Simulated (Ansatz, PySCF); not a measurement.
C4H8BN, SMILES C#CCB(C)N. Atoms are numbered in the order given.

```xyz
14

C      2.3245    -0.4109     1.2523
C      1.5947    -0.2578     0.2962
C      0.6870    -0.0599    -0.8211
B     -0.8321     0.1631    -0.3608
C     -1.5045    -0.8201     0.6700
N     -1.5421     1.2297    -0.9156
H      2.9793    -0.5497     2.0917
H      1.0471     0.7715    -1.4517
H      0.7048    -0.9619    -1.4620
H     -2.5612    -0.5970     0.8828
H     -1.4390    -1.8617     0.3130
H     -0.9465    -0.7958     1.6209
H     -1.1385     1.8934    -1.5638
H     -2.5102     1.4190    -0.6908
```

Coordinates come from a PBE0-D3(BJ)/def2-SVP optimisation. The structure was generated by enumeration, and PubChem lists no compound with its InChIKey, so it may never have been made. Other conformers were not sampled.

Two levels are set side by side: PBE-D3(BJ)/def2-SVP (Ansatz, a program for electronic structure) and PBE0-D3(BJ)/def2-SVP (Ansatz). Each level has its own optimised geometry; the coordinates shown are those of the second. Frequencies come from the Hessian of PySCF at each geometry. Differences are taken from unrounded values.

| quantity | PBE0-D3(BJ) | PBE-D3(BJ) | PBE-D3(BJ) minus PBE0-D3(BJ) |
|---|---|---|---|
| mean bond length (Å) | 1.220 | 1.227 | 0.008 |
| bond C1–C2 (Å) | 1.212 | 1.224 | 0.012 |
| bond C2–C3 (Å) | 1.453 | 1.457 | 0.004 |
| bond C3–B4 (Å) | 1.603 | 1.611 | 0.008 |
| bond B4–C5 (Å) | 1.575 | 1.581 | 0.005 |
| bond B4–N6 (Å) | 1.396 | 1.403 | 0.007 |
| bond C1–H7 (Å) | 1.074 | 1.080 | 0.007 |
| bond C3–H8 (Å) | 1.104 | 1.113 | 0.009 |
| bond C3–H9 (Å) | 1.107 | 1.114 | 0.008 |
| bond C5–H10 (Å) | 1.101 | 1.109 | 0.008 |
| bond C5–H11 (Å) | 1.103 | 1.112 | 0.009 |
| bond C5–H12 (Å) | 1.103 | 1.111 | 0.008 |
| bond N6–H13 (Å) | 1.012 | 1.021 | 0.009 |
| bond N6–H14 (Å) | 1.012 | 1.021 | 0.009 |
| highest harmonic wavenumber (cm⁻¹) | 3730 | 3602 | -127 |
| mean harmonic wavenumber (cm⁻¹) | 1406 | 1360 | -46 |
| zero-point energy (kcal/mol) | 72.34 | 69.99 | -2.34 |

GGA bonds tend to be longer and softer than those of functionals with exact exchange. Differences between two approximate levels are no errors against the true value.
